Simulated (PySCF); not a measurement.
**Electronic absorption of C2H11N3Si2**

Species: C₂H₁₁N₃Si₂.
SMILES with atom numbers: `[CH3:1][N:2]([CH3:3])[SiH:4]1[NH:5][SiH2:6][NH:7]1` (hydrogens: H8, H9, H10 on C1; H11, H12, H13 on C3; H14 on Si4; H15 on N5; H16, H17 on Si6; H18 on N7)

Method used: TDDFT CAM-B3LYP/def2-SVPD, vertical, gas phase, core orbitals frozen in the response in PySCF. One conformer (not necessarily the lowest) at the PBE0-D3(BJ)/def2-SVP geometry, without solvent, vibrations or thermal averaging. Torsions of this conformer, `[CH3:1][N:2]([CH3:3])[SiH:4]1[NH:5][SiH2:6][NH:7]1`: C1–N2–Si4–N5 -46°.

Task: List the vertical singlet excitations with oscillator strengths and describe the spectrum.

Result: 

| state | λ (nm) | E (eV) | f | main configurations (H = HOMO, L = LUMO) |
| --- | --- | --- | --- | --- |
| S1 | 206.3 | 6.01 | 0.071 | H→L (52%), H-1→L (31%), H→L+1 (9%) |
| S2 | 203.4 | 6.09 | 0.012 | H→L+1 (69%), H→L+2 (11%), H-1→L (8%) |
| S3 | 194.6 | 6.37 | 0.0005 | H-2→L (76%), H-1→L+1 (10%) |
| S4 | 191.0 | 6.49 | 0.066 | H-1→L (50%), H→L (31%), H→L+5 (8%) |
| S5 | 183.9 | 6.74 | 0.011 | H→L+2 (36%), H-1→L+1 (20%), H-2→L (11%) |
| S6 | 176.4 | 7.03 | 0.0037 | H-1→L+1 (34%), H→L+4 (30%), H→L+2 (15%) |
| S7 | 171.5 | 7.23 | 0.0022 | H-2→L+1 (62%), H-2→L+2 (12%) |
| S8 | 170.1 | 7.29 | 0.039 | H→L+3 (56%), H→L+4 (12%) |
| S9 | 166.9 | 7.43 | 0.0019 | H→L+4 (31%), H→L+5 (16%), H→L+6 (13%) |
| S10 | 164.1 | 7.55 | 0.0032 | H→L+6 (30%), H-1→L+2 (26%), H-1→L+3 (9%) |

Triplets, Tamm–Dancoff:

```csv
state,E (eV),λ (nm),"main configurations (H = HOMO, L = LUMO)"
T1,5.64,219.9,"H→L (70%), H-1→L (16%)"
T2,5.96,208.2,"H→L+1 (63%), H-2→L (14%), H→L+2 (9%)"
T3,6.07,204.2,"H-2→L (59%), H-1→L+1 (8%)"
T4,6.09,203.5,"H-1→L (61%), H→L (9%)"
```

The lowest singlet comes at 206 nm (580 kJ/mol) in the ultraviolet; it is of moderate strength; its leading configuration is HOMO→LUMO (52%). The lowest level is also the most intense of those listed (f = 0.071). Löwdin shares by element: HOMO nitrogen 58% or more, carbon 17% (atoms not listed hold the other 26%); LUMO silicon 26% or more, hydrogen 21% or more, nitrogen 10% or more (atoms not listed hold the other 44%). Of the 10 states listed, 5 reach f = 0.01 and 1 stays under 0.0005. The listed states span 1.54 eV. The oscillator strengths of these states sum to 0.210; summed over the whole spectrum of an exact calculation they would give the number of electrons, 72 (Thomas–Reiche–Kuhn). All these states lie below the vertical ionisation energy of 8.29 eV (ΔSCF). The window holds the lowest 10 singlets.

Hardware: one thread of an Arm Neoverse V1, shared host with 32 logical CPUs at a one-minute load of 26. Cost: 5.9 min, 1.4 GiB resident at most.

Without π bonds the low states are Rydberg-like; a valence basis with one diffuse set may place them up to an eV too high.
